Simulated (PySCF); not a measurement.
HISn (SMILES [SnH][I]), singlet, at a GFN2-xTB geometry (such geometries of metal compounds can be far from the true shape) (core potentials on I, Sn). Base run: PySCF with WB97X/def2-SVP, TDA.

PySCF was given this input:
```python
from pyscf import gto, scf, dft, tdscf

mol = gto.M(
    atom='''
Sn    0.46083095    0.89762777    0.92624888
H     0.77207408    2.26352906   -0.32437039
I    -0.44931362   -0.88952674   -0.86769951
''',
    basis='def2-svp',
    ecp={'I': 'def2-svp', 'Sn': 'def2-svp'},
    verbose=3,
)

mf = dft.RKS(mol)
mf.xc = 'wb97x'
mf.kernel()
td = mf.TDA()
td.nstates = 5
td.kernel()
td.analyze(verbose=3)
```

Each row names what was changed in the base input (with any setting that the change needs).

```json
[
 {"change": "base", "first excitation (eV)": "2.51", "oscillator strength of the first": "0.014", "second (eV)": "3.90", "core-seconds (rough)": "40"},
 {"change": "functional = pbe", "first excitation (eV)": "2.15", "oscillator strength of the first": "0.005", "second (eV)": "3.22", "core-seconds (rough)": "20"},
 {"change": "functional = m062x", "first excitation (eV)": "2.49", "oscillator strength of the first": "0.017", "second (eV)": "3.85", "core-seconds (rough)": "60"},
 {"change": "functional = lc_wpbe", "first excitation (eV)": "2.61", "oscillator strength of the first": "0.018", "second (eV)": "4.18", "core-seconds (rough)": "40"},
 {"change": "response = full linear response", "first excitation (eV)": "2.41", "oscillator strength of the first": "0.009", "second (eV)": "3.86", "core-seconds (rough)": "90"},
 {"change": "functional = blyp", "first excitation (eV)": "2.09", "oscillator strength of the first": "0.004", "second (eV)": "3.16", "core-seconds (rough)": "20"},
 {"change": "nstates = 2", "first excitation (eV)": "2.51", "oscillator strength of the first": "0.014", "second (eV)": "3.90", "core-seconds (rough)": "40"},
 {"change": "functional = hf", "first excitation (eV)": "2.82", "oscillator strength of the first": "0.032", "second (eV)": "4.65", "core-seconds (rough)": "2"},
 {"change": "nstates = 15", "first excitation (eV)": "2.51", "oscillator strength of the first": "0.014", "second (eV)": "3.90", "core-seconds (rough)": "50"},
 {"change": "states = triplets", "first excitation (eV)": "1.79", "oscillator strength of the first": "-", "second (eV)": "3.61", "core-seconds (rough)": "40"}
]
```

An iterative solver can miss low states, so a row lists the states that it found.
